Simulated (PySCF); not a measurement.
Level of theory: PBE-D3(BJ)/def2-TZVP // PBE0-D3(BJ)/def2-TZVP run with PySCF. All species are isolated molecules in the gas phase. One relaxed conformer stands for a flexible species; it need not be the lowest. 

Reference species (SMILES): `C[SiH2]O` (C–Si–O–H torsion 69°) (neutral, multiplicity 1).

The HOMO–LUMO gap comes out as 6.55 eV. The HOMO is -6.94 eV. The S1 oscillator strength is 0.008.

Changed species: `CO[SiH3]`.

Problem. Predict the effect on the HOMO–LUMO gap, HOMO and S1 oscillator strength.

Solution. the HOMO–LUMO gap falls by 0.46 eV, to 6.09 eV; the HOMO rises by 0.28 eV, to -6.66 eV; the S1 oscillator strength hardly moves.
